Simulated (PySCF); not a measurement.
# Assignment exercise: C$_{8}$H$_{15}$NO

Atoms are numbered as in `[CH3:1][CH2:2]/[CH:3]=[C:4](\[C:5]([NH2:6])=[O:7])[CH:8]([CH3:9])[CH3:10]`. Hydrogens are named by the atom that carries them. Ha(N6) is cis to the C=O or C=S heteroatom; Hb(N6) is trans to the C=O or C=S heteroatom.

PySCF 2.14.0 with density-fitted response routines calculation with NMR shieldings at PBE0/pcSseg-1/GIAO and coordinates at the GFN2-xTB level; one computed conformer, in vacuum, relativity neglected, fast rotation and ring inversion assumed for equivalent nuclei.

Shifts are taken against calculated references (same method and geometry level): 13C and 1H vs TMS.

Q: Assign these signals to the numbered atoms. 13C{1H} NMR (computed): δ 172.4, 153.7, 136.8, 41.7, 28.4, 24.1, 17.4.

A: 
172.4 → C5, amide carbonyl carbon: it is a carbonyl in resonance with an O or N lone pair, the region of acids, esters and amides
153.7 → C4, α carbon of a C=C–C=O unit: an sp2 carbon of a C=C bond
136.8 → C3, β carbon of a C=C–C=O unit: conjugation with the carbonyl draws π density from the β position
41.7 → C8, allylic sp3 CH: aliphatic region, no heteroatom directly attached
28.4 → C2, allylic sp3 CH2: a saturated carbon with 2 carbon neighbours and no heteroatom attached
24.1 → C9/C10, methyl carbon: saturated and bonded to C and H only
17.4 → C1, methyl carbon

Q: Assign these signals to the numbered atoms. 1H NMR (500 MHz, computed): δ 5.74 (t, 1H), 4.85 (br, 1H), 4.65 (br, 1H), 2.32 (m, 2H), 2.28 (sept, 1H), 1.27 (d, 6H), 1.01 (t, 3H).

A: 
| δ (ppm) | atoms | environment | reason |
| --- | --- | --- | --- |
| 5.74 | H(C3) | hydrogen on a β carbon of a C=C–C=O unit | attached to an sp2 carbon and in the plane of the double bond |
| 4.85 | Hb(N6) | hydrogen on an amide-type nitrogen | exchangeable; this is the value without hydrogen bonding to other molecules |
| 4.65 | Ha(N6) | hydrogen on an amide-type nitrogen | – |
| 2.32 | H(C2) | hydrogen on an allylic sp3 CH2 | allylic position |
| 2.28 | H(C8) | hydrogen on an allylic sp3 CH | allylic position |
| 1.27 | H(C9)/H(C10) | hydrogen on a methyl carbon | – |
| 1.01 | H(C1) | hydrogen on a methyl carbon | – |

H(C2) and H(C8) lie closer than the usual error of such a calculation, so a measured spectrum could show them in the other order.

OH and NH positions are those of a molecule without intermolecular hydrogen bonds; in solution they move with solvent, concentration and temperature, and exchange usually removes their couplings. The two substituents on the amide-type nitrogen aren't averaged: C–N rotation is slow on the NMR time scale. Shifts are as computed. Against solution values, carbons near 30 ppm lie about +3 ppm off and those near 130 ppm about +5 ppm. Of 1211 compounds with measured shifts, 218 miss one by over three times the rms of a fit or turn the order of signals round; such compounds aren't used in these exercises. Hydrogen bonding in solution deshields acid and N–H amide carbonyl carbons by as much as 10 ppm beyond these values. Multiplicities follow the n + 1 count of equivalent neighbours, as no J values were calculated; m marks all less simple cases, F and P coupling included.
